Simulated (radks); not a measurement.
Values are calculated unless marked as measured or tabulated.
Task: The table gives one normalised radial function P(r) = r R(r) of Tb61+ in [He] 2s2 (r in bohr). Code: a radial shooting solver on a logarithmic mesh with Libxc functionals. Model: scalar-relativistic Kohn-Sham, PBEsol, spin-polarised, spherical densities, finite nucleus; Fermi nuclear charge, rms radius 5.06 fm.

r	P
0.001362	0.6563
0.001499	0.7072
0.001637	0.7567
0.001802	0.8137
0.001983	0.8738
0.002183	0.9372
0.002403	1.0035
0.002645	1.0727
0.002888	1.1385
0.003179	1.2123
0.0035	1.2879
0.003852	1.3647
0.00424	1.4417
0.00463	1.5118
0.005097	1.5866
0.00561	1.6581
0.006176	1.7248
0.006798	1.7845
0.007423	1.8313
0.008171	1.8711
0.008995	1.8965
0.009901	1.9041
0.0109	1.8906
0.0119	1.8564
0.0131	1.7919
0.01442	1.6951
0.01587	1.5624
0.01747	1.3906
0.01923	1.1771
0.021	0.9431
0.02312	0.6458
0.02545	0.3058
0.02801	-0.0737
0.03083	-0.4870
0.03367	-0.8886
0.03706	-1.3410
0.0408	-1.7951
0.04491	-2.2345
0.04943	-2.6410
0.05398	-2.9684
0.05942	-3.2584
0.06541	-3.4617
0.072	-3.5646
0.07925	-3.5593
0.08654	-3.4581
0.09526	-3.2492
0.1049	-2.9515
0.1154	-2.5870
0.1271	-2.1824
0.1399	-1.7670
0.1527	-1.4005
0.1681	-1.0379
0.1851	-0.7301
0.2037	-0.4851
0.2242	-0.3028
0.2448	-0.1852
0.2695	-0.1008
0.2967	-0.0506

Which n and l does it have? It may be an empty orbital.

Result: n = 2, l = 0: the number of nodes gives n - l - 1 = 1, the rise at small r (about r^(l+1), flatter next to the nucleus through relativity) gives l, and the extent must fit the shell. The curve is that of 2s. 2s: eigenvalue -14353.3 eV, 1 radial node at r = 0.0275 bohr, <r> = 0.0872 bohr, 90 % of the charge inside 0.134 bohr.
